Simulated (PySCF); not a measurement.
C8H6O2S, SMILES Oc1ccc(-c2ccco2)s1, singlet (GFN2-xTB optimised geometry):

```
17

O     -3.927     1.828    -0.017
C     -2.907     0.949    -0.011
C     -3.013    -0.408    -0.001
C     -1.758    -1.048     0.005
C     -0.698    -0.186    -0.001
C      0.702    -0.485     0.000
C      1.800     0.340     0.000
C      2.929    -0.507     0.000
C      2.444    -1.779     0.000
O      1.100    -1.779     0.000
S     -1.243     1.470    -0.013
H     -3.599     2.734    -0.026
H     -3.957    -0.919     0.002
H     -1.631    -2.115     0.012
H      1.789     1.411     0.001
H      3.957    -0.210     0.000
H      2.931    -2.734     0.000
```

Level of theory: PySCF with PBE0/def2-SVP.

Q: What are the frontier orbital energies and the dipole moment?

A: HOMO-2 -7.45 eV, HOMO-1 -7.41 eV, HOMO -5.43 eV, LUMO -0.81 eV, LUMO+1 0.17 eV; dipole moment 1.35 D.

Meta-Löwdin charges at PBE0/def2-SVP: O1 -0.42, C2 0.11, C3 -0.19, C4 -0.13, C5 -0.13, C6 0.17, C7 -0.19, C8 -0.17, C9 0.04, O10 -0.24, S11 0.18, H12 0.34, H13 0.13, H14 0.13, H15 0.12, H16 0.12, H17 0.13.
